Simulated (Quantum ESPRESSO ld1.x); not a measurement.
The mean radii <r> (bohr) of the occupied orbitals of an atom or ion are listed with their occupations. All-electron calculation, scalar-relativistic Kohn-Sham, LDA (Slater exchange, VWN5 correlation), spin-polarised, spherical densities, point nucleus. Program: ld1.x of Quantum ESPRESSO 7.5.

orbital  occ.      <r>
1s down     1  0.01835
1s up       1  0.01835
2s up       1  0.07763
2s down     1  0.07763
2p up       3  0.06949
2p down     3  0.06949
3s up       1   0.2007
3s down     1   0.2007
3p up       3   0.2008
3p down     3   0.2007
3d up       5   0.1818
3d down     5   0.1817
4s up       1   0.4263
4s down     1   0.4264
4p up       3   0.4443
4p down     3   0.4444
4d up       5   0.4529
4d down     5   0.4532
4f up       1   0.4376

Name the element and its charge. Open shells, if any, are filled with parallel spins first.

Answer. Z = 74, tungsten, charge +27: W27+ in [Kr] 4d10 4f1. The 1s radius gives Z: for a bare nucleus <r> = (2 gamma + 1)/(2Z) with gamma = sqrt(1 - (Z/c)^2), 0.01813 bohr for Z = 74, and screening makes it slightly larger (0.01835 here). The occupations add up to 47, and the charge is Z minus that.
